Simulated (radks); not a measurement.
Values are calculated unless marked as measured or tabulated.
Problem. Ionisation of the lutetium ion Lu2+, [Xe] 4f14 6s1, to Lu3+, [Xe] 4f14, under several functionals. Dirac Kohn-Sham, spin-unpolarised, spherical densities, finite nucleus; a radial shooting solver on a logarithmic mesh with Libxc functionals. Known Delta-SCF values: BP86 21.015 eV; BLYP 21.267 eV. What does LDA (Slater exchange, Perdew-Wang correlation) give, and what is its highest occupied eigenvalue?

Solution. 21.290 eV by Delta-SCF; the 6s1/2 eigenvalue is -17.911 eV. NIST: 20.959 eV (measured).

Beside tabulated values, note that spin-unpolarised runs miss the spin-polarisation part of the exchange energy of open shells.
